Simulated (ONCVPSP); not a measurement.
## Transferability test, ONCV potential for cerium

```json
{
  "Element": "Ce (Z = 58)",
  "Generator": "ONCVPSP 4.0.1",
  "Type": "optimised norm-conserving Vanderbilt (ONCV)",
  "Functional": "LDA (Perdew-Zunger)",
  "Relativity": "scalar-relativistic",
  "Frozen core": "[Kr]",
  "Valence charge": "22",
  "Reference configuration": "4d10 4f1 5s2 5p6 5d1 (charge +2)",
  "Partial waves": "5s: rc 1.70 bohr, ncon 4, nbas 8, qcut 3.8 1/bohr, 2 projectors, debl 1.9 Ha; 5p: rc 2.85 bohr, ncon 4, nbas 8, qcut 4.1 1/bohr, 2 projectors, debl 2.9 Ha; 4d+5d: rc 1.35 bohr, ncon 4, nbas 8, qcut 12.6 1/bohr, 2 projectors; 4f: rc 1.15 bohr, ncon 4, nbas 8, qcut 13.2 1/bohr, 1 projector",
  "Local potential": "polynomial inside 0.75 bohr (lpopt 2, dvloc0 2 Ha)",
  "Core correction": "none"
}
```

In the s channel the program set the typed energies aside and used -1.970, 0.250 Ha. In the p channel the program set the typed energies aside and used -1.327, 0.050 Ha.

Energies are relative to the spin-unpolarised reference configuration 4d10 4f1 5s2 5p6 5d1; without spin polarisation the order of configurations can differ from experiment.

**Question.** Give the all-electron excitation energy and the error of the potential for: 4d10 4f1 5s2 5p6 5d1 6s2; 4d10 4f1 5s2 5p6 5d1 6s1; 4d10 4f1 5s2 5p6 5d0; 4d10 4f1 5s2 5p6 5d1 6s1 6p1.

**Answer.**

| valence configuration | charge | ΔE all-electron (eV) | error AE − PS (meV) |
| --- | --- | --- | --- |
| 4d10 4f1 5s2 5p6 5d1 6s2 | 0 | -17.617 | +2.9 |
| 4d10 4f1 5s2 5p6 5d1 6s1 | +1 | -11.346 | +1.9 |
| 4d10 4f1 5s2 5p6 5d0 | +3 | 19.338 | +2.2 |
| 4d10 4f1 5s2 5p6 5d1 6s1 6p1 | 0 | -15.083 | +1.3 |

Levels in the configuration 4d10 4f1 5s2 5p6 5d1 6s2:

```
level  all-electron (eV)  pseudo (eV)
   4d           -110.436     -110.444
   4f             -5.610       -5.613
   5s            -40.723      -40.724
   5p            -23.299      -23.299
   5d             -3.184       -3.183
   6s             -3.886       -3.886
```

Note: ghosts flagged at negative energy: s at -146.8 eV, p at -25.6 eV; no localised positive-energy state flagged. A true bound ghost makes a file unfit for plane-wave use.
